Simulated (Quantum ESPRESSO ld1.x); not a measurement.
Values are calculated unless marked as measured or tabulated.
One sound ld1.x (Quantum ESPRESSO 7.5) input for the tantalum ion Ta3+ gives E = -15625.15 hartree in 27 iterations:

```
 &input
    zed=73.0,
    iswitch=1,
    rel=2,
    dft='BLYP',
    config='[Xe] 4f14 5d2',
    lsmall=.true.,
    prefix='ld1',
    max_out_wfc=37,
    file_charge='ld1.rho',
 /
```

Changed or added lines, one case at a time, and what came of them:

- config='[Xe] 4f14 5d2 1s1': refused. The program stops in el_config with "occupation wrong": the bracketed core already holds 1s.
- config='[Xe] 4f14 5d2 6p3': ran as typed. The string holds 73 electrons for Z = 73, so the species has charge 0 and is not the one meant. The run is valid for that other species.
- dx=0.15: silently wrong. The radial step is too large to integrate the orbitals; the run ends without a warning, but the energy is off by -1.221 hartree against the default mesh.
- config='[Xe] 4f14 5d2 6s4': refused. The program stops in el_config with "wrong occupancy:4": an s shell holds at most 2 electrons.
- config='[Xe] 4f14 5d2 2d1': refused. The program stops in el_config with "main/angular quantum number mismatch": l must be smaller than n.
- xmin=-12.0: usable despite the warning. The mesh starts very near the nucleus, where rounding noise provokes warnings (final residual 6e-15); the energy differs from the default mesh by -2.05e-05 hartree, which is rather the error of the default start.
- config='[Xe] 4f14 5d2 5d2': ran as typed. The string holds 72 electrons for Z = 73, so the species has charge 1 and is not the one meant. The run is valid for that other species.
